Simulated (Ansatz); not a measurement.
Basis-set extrapolation for `CCCCOC(C)(C)C` (PBE0-D4/def2-TZVP geometry, frozen core, the Gaussian-basis code of Ansatz). Multiplicity 1, RHF reference.

|  | def2-TZVPP | def2-QZVPP |
| --- | --- | --- |
| HF | -388.434616 | -388.452812 |
| MP2 correlation | -1.647947 | -1.754209 |
| CCSD(T) correlation | -1.805900 | not run |

Energies in hartree. Use E(X) = E(∞) + A·exp(−7.88·√X) for Hartree–Fock and E(X) = E(∞) + B·X^(−2.97) for correlation, with X = 3 and 4, and add CCSD(T) minus MP2 of the smaller set to the MP2 limit.

Question: What is the CCSD(T) energy at the basis-set limit?

Answer: HF limit: -388.452812 + (-0.018196) × 0.13774 = -388.45532. MP2 limit: -1.754209 + (-0.106262) × 0.74074 = -1.83292. Higher-order term: -1.805900 − (-1.647947) = -0.15795. Total: -390.44619 hartree, 540.0 kJ/mol below CCSD(T)/def2-TZVPP.
